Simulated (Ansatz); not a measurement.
C$_{3}$H$_{6}$FNO$_{2}$Si, SMILES `CO[Si](F)(C#N)OC`, relaxed with RKS PBE0-D4/def2-TZVP in Ansatz 0.2.0 from a GFN2-xTB geometry. The force threshold is 0.005 eV/Å; the program also tests the step.

The species carries charge 0 and has multiplicity 1.

Start:

```xyz
14

C    -2.036   -0.745    1.250
O    -1.451   -0.891   -0.014
Si   -0.006   -0.527   -0.587
F    -0.129   -0.898   -2.138
C     1.364   -1.604    0.098
N     2.209   -2.233    0.545
O     0.315    1.031   -0.361
C     1.378    1.838   -0.798
H    -1.570   -1.426    1.965
H    -3.093   -0.992    1.149
H    -1.932    0.279    1.609
H     2.304    1.553   -0.295
H     1.515    1.746   -1.876
H     1.130    2.870   -0.547
```

| step | energy (eV) | largest force (eV/Å) | largest move (Å) |
| --- | --- | --- | --- |
| 1 | -19380.4196 | 1.463 | 0.000 |
| 2 | -19380.4672 | 0.517 | 0.052 |
| 3 | -19380.4883 | 0.204 | 0.075 |
| 4 | -19380.4926 | 0.138 | 0.033 |
| 5 | -19380.4970 | 0.082 | 0.065 |
| 6 | -19380.4978 | 0.058 | 0.026 |
| 7 | -19380.4987 | 0.038 | 0.034 |
| 8 | -19380.4999 | 0.027 | 0.039 |
| 9 | -19380.5002 | 0.051 | 0.062 |
| 10 | -19380.5006 | 0.028 | 0.012 |
| 11 | -19380.5008 | 0.006 | 0.018 |
| 12 | -19380.5010 | 0.005 | 0.034 |
| 13 | -19380.5010 | 0.011 | 0.032 |
| 14 | -19380.5010 | 0.004 | 0.004 |
| 15 | -19380.5010 | 0.002 | 0.005 |
| 16 | -19380.5011 | 0.003 | 0.006 |
| 17 | -19380.5011 | 0.002 | 0.005 |

End:

```xyz
14

C    -1.974   -0.725    1.232
O    -1.508   -0.971   -0.084
Si   -0.097   -0.535   -0.699
F    -0.083   -0.955   -2.218
C     1.289   -1.463    0.096
N     2.154   -1.994    0.639
O     0.171    1.033   -0.487
C     1.362    1.754   -0.751
H    -1.361   -1.256    1.966
H    -2.997   -1.093    1.294
H    -1.962    0.344    1.456
H     2.236    1.236   -0.346
H     1.494    1.895   -1.827
H     1.275    2.729   -0.272
```

Run time 2.5 min (2 threads of an AMD EPYC 7R13 on a shared host and a share of an NVIDIA H100 80 GB); peak host memory 0.91 GiB.
